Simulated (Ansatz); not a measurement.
Two structures of SiH$_{4}$SO$_{2}$, singlet, reached by relaxing down either side of one saddle point (PBE0-D4/def2-TZVP). Energies are electronic, without zero-point energy. Computed with Ansatz 0.2.0 (basis: def2-TZVPP and def2-QZVPP); correlated methods freeze the cores. Extrapolation: Hartree–Fock as exp(−7.88 √X), correlation as X^−2.97. First:

```xyz
8
angstrom
Si -0.3336 0.3329 0.1844
S -0.5728 -1.2366 -1.2505
H -1.5749 0.7392 0.8592
O 0.1749 1.6338 -0.6633
O 0.6597 -0.1623 1.3858
H -0.6656 -2.2022 -0.3211
H 0.8445 1.5129 -1.3381
H 1.4679 -0.6177 1.1435
```

Second:

```json
{"atom": "Si1", "x (Å)": "0.1571", "y (Å)": "0.6919", "z (Å)": "1.0376"}
{"atom": "S2", "x (Å)": "-1.0408", "y (Å)": "-1.7762", "z (Å)": "-0.6718"}
{"atom": "H3", "x (Å)": "-1.3875", "y (Å)": "-0.6902", "z (Å)": "-1.3801"}
{"atom": "O4", "x (Å)": "-0.1378", "y (Å)": "1.6281", "z (Å)": "-0.2934"}
{"atom": "O5", "x (Å)": "1.7515", "y (Å)": "0.3188", "z (Å)": "0.7243"}
{"atom": "H6", "x (Å)": "-2.1322", "y (Å)": "-1.6850", "z (Å)": "0.1032"}
{"atom": "H7", "x (Å)": "0.6032", "y (Å)": "1.7453", "z (Å)": "-0.8982"}
{"atom": "H8", "x (Å)": "2.1866", "y (Å)": "-0.2326", "z (Å)": "1.3782"}
```

(1) Which bonds change from the first to the second?

(2) Give the saddle point's structure and its height above each. (An estimate is asked for; the value comes from the calculation.)

The T1 diagnostic stays at or below 0.015. The restricted Hartree–Fock reference is unstable towards an unrestricted one at one or more of these structures.

## Answers

(1) SiH₄SO₂ ([OH][SiH]([OH])[SH]) → SiH₂O₂ ([OH][Si][OH]) + H₂S; bonds formed: S2–H3; bonds broken: Si1–S2, Si1–H3.

(2) Computed: 69.47 kcal/mol above the first and 23.77 kcal/mol above the second (CCSD(T) at an estimated basis limit (MP2 extrapolated from triple and quadruple zeta, plus CCSD(T) − MP2 in triple zeta)).
```tsv
atom	x (Å)	y (Å)	z (Å)
Si1	-0.1805	0.6352	0.4282
S2	-1.1047	-1.1706	-1.1294
H3	-1.5496	-0.1833	0.2050
O4	0.1782	1.7764	-0.6767
O5	1.2471	-0.0165	0.9196
H6	-0.7818	-2.1136	-0.2293
H7	0.9611	1.6439	-1.2193
H8	1.2303	-0.5713	1.7019
```

Losses and insertions of silylenes and their heavier kin drive the gas-phase chemistry of silicon and germanium vapour deposition.

Labels in which every atom is bracketed show which atoms are joined, not bond orders.

For scale, one of the runs: CCSD(T)/def2-TZVPP, 202 basis functions (an equivalent command: `ansatz run in.yaml --threads 4`). Hardware: 4 CPU threads, shared host. Wall time 30 s; peak host memory 2.5 GiB.
